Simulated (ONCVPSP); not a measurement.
## cerium (Ce): one change to an ONCV potential, before and after

ONCVPSP 4.0.1 input, shortened (lines: element, Z, core and valence counts, functional; n l f; lmax; l rc ep ncon nbas qcut; lloc lpopt rc5 dvloc0; l nproj debl; icmod fcfact rcfact), PBE, scalar-relativistic:

```
  Ce 58.00    9    5        4      upf
    1    0    2.00
    2    0    2.00
    2    1    6.00
    3    0    2.00
    3    1    6.00
    3    2   10.00
    4    0    2.00
    4    1    6.00
    4    2   10.00
    4    3    1.00
    5    0    2.00
    5    1    6.00
    5    2    1.00
    6    0    1.00
    3
    0    2.50    0.00    3    6    3.80
    1    2.75    0.00    4    7    5.60
    2    3.05    0.00    4    8    5.20
    3    1.35    0.00    4    8   12.60
    4    5    1.15    0.00
    0    2    3.00
    1    2    2.20
    2    3    0.90
    3    2    3.30
    0    0.00    0.00
```

Change: s: qcut 5.4.

Cutoffs: the cutoffs (Ha) at which the residual kinetic energy of the hardest occupied pseudo-wave falls to 1 and 0.1 mHa per electron; they do not see the model core or the augmentation charge, which bear on the density cutoff. Errors are all-electron minus pseudo energies relative to the spin-unpolarised reference configuration.

Q: Predict the effect on cutoff, ghosts and configuration errors.

A: The potential gets neither clearly harder nor softer (67 Ha and 73 Ha → 67 Ha and 73 Ha); both files keep a bound ghost (s); of the 4 tests that both files solve, the error grows in 1 and shrinks in 3 by more than 15 % and 0.3 meV (median size 2.2 → 1.6 meV).

```csv
quantity,base,changed
"cutoff, loose",67 Ha,67 Ha
"cutoff, tight",73 Ha,73 Ha
loose cutoff by channel,"s 5.2 Ha, p 5.2 Ha, d 6.7 Ha, f 67 Ha","s 9.3 Ha, p 5.2 Ha, d 6.7 Ha, f 67 Ha"
bound ghosts,s,s
GHOST(+) flags under 300 eV,p at 36.9 eV,p at 36.9 eV
"error for 4f1 5s2 5p6 5d1 6s2, meV [ΔE -6.07 eV]",+0.5,+0.8
"error for 4f1 5s2 5p6 5d1 6s0, meV [ΔE 11.08 eV]",-2.9,-2.3
"error for 4f1 5s2 5p6 5d0 6s0, meV [ΔE 30.26 eV]",+1.5,-0.3
"error for 4f1 5s2 5p6 5d2 6s0, meV [ΔE 0.17 eV]",-11,-8.7
s: phases at 2.54 bohr within 0.05 rad from the reference energy up to (Ha; the scan ends near 5),2.9,3.6
p: phases at 2.79 bohr within 0.05 rad from the reference energy up to (Ha; the scan ends near 5),1.3,1.3
d: phases at 3.09 bohr within 0.05 rad from the reference energy up to (Ha; the scan ends near 5),4.0,4.0
f: phases at 1.37 bohr within 0.05 rad from the reference energy up to (Ha; the scan ends near 5),to the end of the scan,to the end of the scan
```

 A true bound ghost makes a file unfit for plane-wave use even where its test errors are small: the radial tests pick states by their node count and pass the ghost by.
